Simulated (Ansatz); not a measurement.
The same ligand exchange along the group F, Cl, I.

Computed with Ansatz on PBE0-D4/def2-TZVP structures; ΔE is electronic, products minus reactants. CCSD(T)/CBS adds triple-zeta CCSD(T) − MP2 to the extrapolated MP2 energy (def2 sets, frozen cores). This one scheme is used for every species. Functionals use def2-TZVPP. def2 core potentials past Kr. For I, Zr outer-core shells are correlated without core-valence functions, which leaves a few kJ/mol of doubt a bond. One conformer a species, not always the lowest.

| reaction | CCSD(T)/CBS(def2) (kcal/mol) |
| --- | --- |
| `[NH2][Zr]([NH2])([NH2])[F]` + NH₃ → `[NH2][Zr]([NH2])([NH2])[NH2]` + H–F | 29.4 |
| `[NH2][Zr]([NH2])([NH2])[Cl]` + NH₃ → `[NH2][Zr]([NH2])([NH2])[NH2]` + HCl | 29.4 |
| `[NH2][Zr]([NH2])([NH2])[I]` + NH₃ → `[NH2][Zr]([NH2])([NH2])[NH2]` + HI | ? |

(1) Fill in the missing values. (Best estimate.)

Largest T1 diagnostic: 0.016, for `[NH2][Zr]([NH2])([NH2])[F]`.

Results:

(1) Computed: `[NH2][Zr]([NH2])([NH2])[I]` + NH₃ → `[NH2][Zr]([NH2])([NH2])[NH2]` + HI: +29.2 kcal/mol.
